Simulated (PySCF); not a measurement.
Problem. What does the PBE0-D3(BJ)/def2-SVP structure of [MoS(SH)4]-, `[S]=[Mo-]([SH])([SH])([SH])[SH]` [radical] look like in three dimensions? (Charge -1 and doublet state.)

Solution. 
```
atom  x, y, z in Å
Mo1    0.2057    0.0290    0.3470
S2     0.0175    0.3353    2.4268
S3     2.5229   -0.3108   -0.2198
H4     2.5523   -1.6643   -0.2325
S5     0.6977    2.1576   -0.6712
H6    -0.4645    2.7792   -0.3606
S7    -2.0114    0.0743   -0.5787
H8    -2.2270    1.4105   -0.6043
S9     0.0232   -2.3277   -0.1140
H10   -1.3164   -2.4832    0.0074
```

Orientation and origin are arbitrary. Atoms count from 1 in this order. Mo1 (molybdenum bonded to 5 S) is square pyramidal (τ5 = (β − α)/60° = 0.00 from the two widest angles, 143.1° and 143.0° (0 for a square pyramid, 1 for a trigonal bipyramid)). The 5 Mo–S bonds span 2.111 Å (Mo1–S2) to 2.410 Å (Mo1–S5), a spread of 0.299 Å. Of the pairs four or more bonds apart, H6···H8 is among the closest relative to their van der Waals radii: 2.24 Å, 94 % of the sum of Bondi's values.

Bonds between heavy atoms (Å): Mo1–S2 2.111, Mo1–S3 2.410, Mo1–S5 2.410, Mo1–S7 2.403, Mo1–S9 2.408.

Level of theory: PBE0-D3(BJ)/def2-SVP geometry optimisation, gas phase, def2 core potentials past Kr (PySCF).

Stationary, but not proved a minimum. ⟨S²⟩ = 0.766 (exact for a doublet: 0.75).

For an open-shell metal species like this, the optimisation's SCF solution wasn't tested for stability and no frequencies at its level were run, so a lower state or another shape may exist.
